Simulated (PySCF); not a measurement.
**Electron correlation in Sb (antimony, neutral)**

[Kr] 4d10 5s2 5p3, high-spin 4S determinant. Computed with PySCF 2.14 in x2c-SVPall (6s5p3d, 36 functions), with scalar relativity by spin-free X2C-1e. Frozen: [Kr] 4d10; 5 electrons correlated.

MP2 pair energies summed by pair of shells (mhartree):

```
 pair  energy  share (%)
5s-5p  -28.59       64.3
5p-5p  -10.41       23.4
5s-5s   -5.47       12.3
```

Total MP2 correlation energy: -44.47 mhartree.

Same-spin part -12.32 and opposite-spin part -32.15 mhartree; SCS-MP2 scales them by 1/3 and 6/5 to -42.69 mhartree.

| level | correlation energy (mhartree) |
| --- | --- |
| CCSD | -57.04 |
| (T) | -0.59 |
| CCSD(T) | -57.63 |

Diagnostics: T1 = 0.0032, D1 = 0.0070, largest double amplitude 0.063.

Cost of the coupled-cluster step: 0.1 s of wall time on 1 thread of Neoverse-V1 (shared host), for 5 correlated electrons.

Iterations:

```
CC2 = 0
CCSD nocc = (np.int64(4), np.int64(1)), nmo = (13, 13)
frozen orbitals [[0, 1, 2, 3, 4, 5, 6, 7, 8, 9, 10, 11, 12, 13, 14, 15, 16, 17, 18, 19, 20, 21, 22], [0, 1, 2, 3, 4, 5, 6, 7, 8, 9, 10, 11, 12, 13, 14, 15, 16, 17, 18, 19, 20, 21, 22]]
max_cycle = 100
direct = 0
conv_tol = 1e-08
conv_tol_normt = 1e-06
diis_space = 8
diis_start_cycle = 0
Init t2, MP2 energy = -0.0444711953161655
Init E_corr(UCCSD) = -0.0444711953333109
cycle = 1  E_corr(UCCSD) = -0.0541493701694553  dE = -0.00967817484  norm(t1,t2) = 0.0402568
cycle = 2  E_corr(UCCSD) = -0.0562882748099443  dE = -0.00213890464  norm(t1,t2) = 0.0110346
cycle = 3  E_corr(UCCSD) = -0.0570566336030316  dE = -0.000768358793  norm(t1,t2) = 0.00366841
cycle = 4  E_corr(UCCSD) = -0.0570425645984628  dE = 1.40690046e-05  norm(t1,t2) = 0.000420016
cycle = 5  E_corr(UCCSD) = -0.0570432051499669  dE = -6.40551504e-07  norm(t1,t2) = 3.76888e-05
cycle = 6  E_corr(UCCSD) = -0.0570427420402677  dE = 4.63109699e-07  norm(t1,t2) = 7.99372e-06
cycle = 7  E_corr(UCCSD) = -0.0570429998889798  dE = -2.57848712e-07  norm(t1,t2) = 1.86198e-06
cycle = 8  E_corr(UCCSD) = -0.0570429287298006  dE = 7.11591792e-08  norm(t1,t2) = 3.31398e-07
cycle = 9  E_corr(UCCSD) = -0.0570429338430049  dE = -5.11320433e-09  norm(t1,t2) = 5.00481e-08
UCCSD converged
E(UCCSD) = -6477.313007700718  E_corr = -0.05704293384300494
UCCSD(T) correction = -0.000587093774903211
```
